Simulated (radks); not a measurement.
Question: The gallium ion Ga3+, [Ar] 3d10. All-electron calculation, non-relativistic Kohn-Sham, r2SCAN, spin-polarised, spherical densities, point nucleus; meta-GGA in the generalised Kohn-Sham scheme. Program: a radial shooting solver on a logarithmic mesh with Libxc functionals. Every spin shell is full or empty, so the densities are truly spherical. Functionals are evaluated on that one density, not self-consistently. Rank these exchange functionals by their error against the exact value of the orbitals, and give that value: LDA, B88, revPBE, RPBE, PW91, PW86, OPTX, AM05, SOGGA, G96, EV93, revTPSS, SCAN, MS2, Tao-Mo.

Answer: Exact: -72.8364 hartree. From best to worst, with 100 (|E| - |E exact|)/|E exact| (equal figures are ties): RPBE 0.00, revPBE -0.08, PW91 +0.12, B88 +0.18, PW86 +0.23, MS2 -0.28, SCAN +0.31, EV93 +0.31, G96 +0.43, Tao-Mo -0.50, revTPSS -0.64, OPTX +0.90, SOGGA -2.58, AM05 -5.27, LDA -5.82.
